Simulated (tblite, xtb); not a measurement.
HO4Re, singlet, at a GFN2-xTB geometry (such geometries of metal compounds can be far from the true shape). Base run: GFN1-xTB run with xtb.

The xtb input:
```
$ xtb mol.xyz --gfn 1 --json

# file mol.xyz
6

Re     0.00720066    -0.00566485    -0.00452696
O      0.99984338     0.87729986    -1.01190406
O      1.02680502    -0.75889430     1.07844451
O     -0.61787859    -1.22670310    -0.95221699
O     -1.23740653     0.97348381     0.77794252
H     -1.91095539     1.50337347     1.20139455
```

Programs used: tblite, xtb; a row that names a program was run with it.

Each row names what was changed in the base input (with any setting that the change needs).

```json
[
 {"change": "base", "ΔE vs base (kcal/mol)": "0.000", "HOMO-LUMO gap (eV)": "4.13", "dipole (D)": "7.42", "G_solv (kcal/mol)": "-", "SCF cycles": "13"},
 {"change": "acc = 0.1", "ΔE vs base (kcal/mol)": "0.000", "HOMO-LUMO gap (eV)": "4.13", "dipole (D)": "7.42", "G_solv (kcal/mol)": "-", "SCF cycles": "14"},
 {"change": "gbsa = methanol", "ΔE vs base (kcal/mol)": "-12.40", "HOMO-LUMO gap (eV)": "4.20", "dipole (D)": "8.31", "G_solv (kcal/mol)": "-14.79", "SCF cycles": "12"},
 {"change": "program = tblite; method = gfn1; option = (--efield, 0,0,0.1)", "ΔE vs base (kcal/mol)": "-1.61", "HOMO-LUMO gap (eV)": "-", "dipole (D)": "-", "G_solv (kcal/mol)": "-", "SCF cycles": "-"},
 {"change": "file = coord", "ΔE vs base (kcal/mol)": "0.000", "HOMO-LUMO gap (eV)": "4.13", "dipole (D)": "7.42", "G_solv (kcal/mol)": "-", "SCF cycles": "13"},
 {"change": "etemp = 10000", "ΔE vs base (kcal/mol)": "-19.44", "HOMO-LUMO gap (eV)": "4.27", "dipole (D)": "7.15", "G_solv (kcal/mol)": "-", "SCF cycles": "13"},
 {"change": "program = tblite; method = gfn1; option = --spin-polarized", "ΔE vs base (kcal/mol)": "0.000", "HOMO-LUMO gap (eV)": "-", "dipole (D)": "-", "G_solv (kcal/mol)": "-", "SCF cycles": "-"},
 {"change": "etemp = 1000", "ΔE vs base (kcal/mol)": "0.000", "HOMO-LUMO gap (eV)": "4.13", "dipole (D)": "7.42", "G_solv (kcal/mol)": "-", "SCF cycles": "13"},
 {"change": "gbsa = toluene", "ΔE vs base (kcal/mol)": "-8.31", "HOMO-LUMO gap (eV)": "4.18", "dipole (D)": "7.99", "G_solv (kcal/mol)": "-9.23", "SCF cycles": "12"}
]
```

ALPB and GBSA are two models with their own fitted parameters for each solvent, which aren't always the measured dielectric constant.
